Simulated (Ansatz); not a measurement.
A made-up structure of GaH₄O (charge +1), closed shell:

```xyz
6
angstrom
O -0.0018 1.0695 -0.1489
Ga 0.0016 -0.9161 0.1276
H 0.0030 -1.6189 1.4866
H 0.0032 -1.9632 -0.9880
H -0.0022 1.1433 -1.1161
H -0.0022 1.4048 0.7613
```

It is relaxed with PBE-D4/def2-SVP and then PBE0-D4/def2-TZVP (Ansatz 0.2.0). Atoms count as bonded within 1.22 times the sum of their covalent radii (H–H: 0.88 Å). The end point is not checked to be a true minimum.

(1) Does its bonding change? (Judge from chemistry; the calculation decides.)

Results:

(1) The calculation gives: No: no bond forms or breaks.

Where it ends: The first stage lowers the energy by 1.59 eV in 6 steps. It ends as GaH₄O ([OH2][GaH2]), total charge +1:
O1  (-0.001, 0.769, -0.107)
Ga2  (0.002, -1.216, 0.169)
H3  (0.003, -1.333, 1.696)
H4  (0.003, -1.745, -1.268)
H5  (-0.002, 1.213, -0.966)
H6  (-0.002, 1.431, 0.598)
(Å)

Labels in which every atom is bracketed show which atoms are joined, not bond orders.

For scale, one of the runs: PBE0-D4/def2-TZVP relaxation, 103 basis functions, launched by `ansatz run in.yaml --threads 2 --pin off --events-out ev --progress --plain --max-ram 4352MiB`. The run took about 7.5 s on 2 CPU threads of an Arm Neoverse V2 (shared host).
